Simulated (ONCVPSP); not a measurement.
**Before and after: ONCV potential for nickel (Ni)**

| Quantity | Value |
| --- | --- |
| Element | Ni (Z = 28) |
| Generator | ONCVPSP 4.0.1 |
| Type | optimised norm-conserving Vanderbilt (ONCV) |
| Functional | PBEsol |
| Relativity | scalar-relativistic |
| Frozen core | [Ne] 3s2 |
| Valence charge | 16 |
| Reference configuration | 3p6 3d9 4s1 |
| Partial waves | 4s: rc 1.90 bohr, ncon 3, nbas 7, qcut 3.6 1/bohr, 2 projectors, debl 3.8 Ha; 3p: rc 0.70 bohr, ncon 5, nbas 9, qcut 9.9 1/bohr, 3 projectors, debl 1.9 Ha; 3d: rc 1.60 bohr, ncon 4, nbas 8, qcut 8.2 1/bohr, 1 projector |
| Local potential | polynomial inside 0.55 bohr (lpopt 4, dvloc0 6 Ha) |
| Core correction | Teter function fitted to the true core (icmod 2), fcfact 0.35 |

In the p channel the program set the typed energies aside and used -2.438, 0.250, 2.150 Ha.

All-electron outer shells of the reference configuration (PBEsol, scalar-relativistic, ld1.x):

```csv
shell,level (eV),outermost node (bohr),outermost maximum (bohr)
3s,-105.72,0.30,0.64
3p,-66.33,0.27,0.65
3d,-4.67,–,0.63
4s,-4.49,0.93,2.35
```

Change: all radii but the core radius scaled by about 0.94 (s 1.78, p 0.66, d 1.50 bohr); local potential polynomial inside 0.52 bohr (lpopt 4, dvloc0 6 Ha).

Cutoffs: the cutoffs (Ha) at which the residual kinetic energy of the hardest occupied pseudo-wave falls to 1 and 0.1 mHa per electron; they do not see the model core or the augmentation charge, which bear on the density cutoff. Errors are all-electron minus pseudo energies relative to the spin-unpolarised reference configuration.

Problem. How do hardness, ghosts and transferability respond?

Solution. The potential gets softer (203 Ha and 463 Ha → 134 Ha and 412 Ha); both files keep a bound ghost (p, s); of the 4 tests that both files solve, the error grows in 2 and shrinks in 1 by more than 15 % and 0.3 meV (median size 5.6 → 13.9 meV).

| quantity | base | changed |
| --- | --- | --- |
| cutoff, loose | 203 Ha | 134 Ha |
| cutoff, tight | 463 Ha | 412 Ha |
| loose cutoff by channel | s 4.9 Ha, p 203 Ha, d 32 Ha | s 4.9 Ha, p 134 Ha, d 44 Ha |
| bound ghosts | s, p | s, p |
| GHOST(+) flags under 300 eV | none | s at 181.9 eV |
| error for 3p6 3d8 4s2, meV [ΔE 1.61 eV] | -7.9 | -19 |
| error for 3p6 3d8 4s1, meV [ΔE 10.95 eV] | -3.3 | -8.3 |
| error for 3p6 3d8 4s0, meV [ΔE 28.21 eV] | -2.4 | -0.2 |
| error for 3p5 3d8 4s2, meV [ΔE 81.01 eV] | -893 | -825 |
| rms error of d²Exc/dni dnj with the model core, mHa | 1.10 | 1.00 |

 A true bound ghost makes a file unfit for plane-wave use even where its test errors are small: the radial tests pick states by their node count and pass the ghost by.
